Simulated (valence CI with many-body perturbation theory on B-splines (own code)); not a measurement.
Results of a calculation; reference values are marked as such.
**Sn44+: what the settings do**

Level of theory: configuration interaction combined with many-body perturbation theory (CI+MBPT): four valence electrons over a frozen Dirac-Fock core [He], a basis of 6 s, 6 p, 5 d, 3 f, 1 g functions for each j, with the one-electron correlation potential Σ1 (screened to all orders), the two-electron term Σ2, the three-electron term Σ3, Breit, model QED; selected single and double excitations, second order for the rest (own B-spline code, finite nucleus).

The last digits are not significant, and no measured levels were compared; by estimate large intervals hold to a few tenths of a per cent, small ones and those within an open d or f shell to about a per cent.

The reference run has the lowest level (2s^2 2p1/2^2) J=0 and an ionisation energy of 7543.97 eV. Its largest variational space holds 10000 state functions.

Levels are named by their leading jj configuration (3d3/2^4 stands for four electrons in 3d with j = 3/2), which in mixed levels can hold well under half, so a name can repeat and another be missing. Letters in brackets count levels of one name in rising energy.

Changed runs:
A. scale of Σ2 1 → 0.8
B. highest l with Σ1, explicit Σ2 and valence Breit (higher l get mean screening factors) 3 → 1
C. natural orbitals for correlation on → off
D. box radius (bohr) 1.2971 → 0.71 (bad on purpose)

Excitation energies of the reference run in cm⁻¹, and shifts in cm⁻¹:

| Level | Reference | A | B | C | D |
| --- | --- | --- | --- | --- | --- |
| (2s^2 2p1/2 2p3/2) J=1 | 1883430 | +68 | -140 | -1133 | -3.2 |
| (2s^2 2p1/2 2p3/2) J=2 | 2002130 | +20 | -37 | +235 | -2.1 |
| (2s 2p1/2^2 2p3/2) J=2 | 3219350 | +230 | +67 | -948 | +40 |
| (2s 2p1/2^2 2p3/2) J=1 | 3673480 | +430 | +400 | +3212 | +44 |
| (2s^2 2p3/2^2) J=2 | 3974860 | +25 | -110 | -667 | +1.4 |
| (2s^2 2p3/2^2) J=0 | 4269510 | -109 | +262 | +505 | +12 |
| (2s 2p1/2 2p3/2^2) J=2 [a] | 5004330 | +225 | -97 | -2198 | +39 |
| (2s 2p1/2 2p3/2^2) J=3 | 5262220 | +250 | +53 | +384 | +33 |
| (2s 2p1/2 2p3/2^2) J=0 | 5529450 | +164 | +357 | +1772 | +58 |
| (2s 2p1/2 2p3/2^2) J=1 [a] | 5634770 | +513 | +295 | +2172 | +45 |
| (2s 2p1/2 2p3/2^2) J=2 [b] | 5716680 | +503 | +267 | +3736 | +39 |
| (2s 2p1/2 2p3/2^2) J=1 [b] | 5748700 | +425 | +449 | +3469 | +52 |
| Ionisation energy (eV) | 7543.97 | +0.0088 | -0.06 | -0.71 | -0.0024 |
